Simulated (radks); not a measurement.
Question: The mean radii <r> (bohr) of the occupied orbitals of an atom or ion are listed with their occupations. Calculated with a radial shooting solver on a logarithmic mesh with Libxc functionals: scalar-relativistic Kohn-Sham, r2SCAN, spin-unpolarised, spherical densities, finite nucleus; meta-GGA in the generalised Kohn-Sham scheme; Fermi nuclear charge, rms radius of each element as measured or else 0.836 A^(1/3) + 0.57 fm.

orbital  occ.      <r>
1s          2  0.01659
2s          2  0.06992
2p          6  0.06329
3s          2   0.1805
3p          6   0.1820
3d         10   0.1651
4s          2   0.3992
4p          6   0.4251
4d         10   0.4487
5s          2   0.9007
4f         14   0.4819
5p          6    1.028
5d          8    1.336
7p          1    5.198

Name the element and its charge.

Answer: Z = 80, mercury, charge +3: Hg3+ in [Xe] 4f14 5d8 7p1. The 1s radius gives Z: for a bare nucleus <r> = (2 gamma + 1)/(2Z) with gamma = sqrt(1 - (Z/c)^2), 0.0164 bohr for Z = 80, and screening makes it slightly larger (0.01659 here). The occupations add up to 77, and the charge is Z minus that.
